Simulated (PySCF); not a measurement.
**AsH₅ + F₂ → AsH₃ + 2 HF**

Level: PBE0 in the def2-TZVP basis family, all electrons, no relativity, computed in PySCF with density fitting; open shells unrestricted.

| species | state and structure | E (Eh) | ZPE (kJ/mol) | H(298 K) − H(0) (kJ/mol) | S° (J/(mol K)) |
| --- | --- | --- | --- | --- | --- |
| AsH₅ | singlet, D3h, As–H 1.529 Å (×3), As–H 1.604 Å (×2) | -2238.47042 | 98.8 | 11.5 | 230.3 |
| F₂ | singlet, D∞h, F–F 1.376 Å | -199.40856 | 6.6 | 8.7 | 201.9 |
| AsH₃ | singlet, C3v, As–H 1.522 Å (×3); H–As–H 92.0° (×3) | -2237.38492 | 57.6 | 10.2 | 222.9 |
| HF | singlet, C∞v, H–F 0.920 Å | -100.39188 | 24.9 | 8.7 | 173.6 |

Task: What is the electronic reaction energy?

Result: At PBE0/def2-TZVP, ΔE = -760.6 kJ/mol from the differences of the total energies times 2625.5, downhill. 

Task: Add zero-point, thermal and entropy terms for 298.15 K and 1 bar.

Result: ΔZPE = 2.0 and Δ[H(298) − H(0)] = 7.4 kJ/mol give ΔH° = -751.2 kJ/mol. ΔS° = 137.9 J/(mol K), so ΔG° = -751.2 − 298.15 × (0.1379) = -792 kJ/mol.

Each species is the lowest minimum found with this bonding; other isomers or fragments can lie lower.
